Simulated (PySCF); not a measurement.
Sn²⁺: excitation energy

Sn²⁺ [Kr] 4d10 5s2 (1S) → Sn²⁺ [Kr] 4d9 5s2 5p1 (high-spin determinant), as a difference of total energies. Computed with PySCF 2.14 in x2c-QZVPPall (13s9p7d4f1g, 112 functions), with scalar relativity by spin-free X2C-1e. Correlated levels: valence and next inner shell: [Ar] 3d10 frozen. The calculations carry no spin-orbit coupling.

```csv
method,excitation energy (eV)
UHF,26.007
LDA,26.890
PBE,26.705
PBE0,26.721
r2SCAN,26.824
MP2 (valence and next inner shell),27.044
SCS-MP2 (valence and next inner shell),26.894
```

**Question.** How much does correlation contribute at MP2 (valence and next inner shell)?

**Answer.** 27.044 − (26.007) = 1.037 eV, measured against UHF.

A first-order spin-orbit estimate (lowest level to lowest level, LS coupling) adds -0.191 eV.

The basis was made for the ground configuration and has no added diffuse functions, so the excitation energy can come out too high.

The determinant of the upper state mixes LS terms, which raises its energy above the lowest term, most at the Hartree-Fock and MP2 levels.
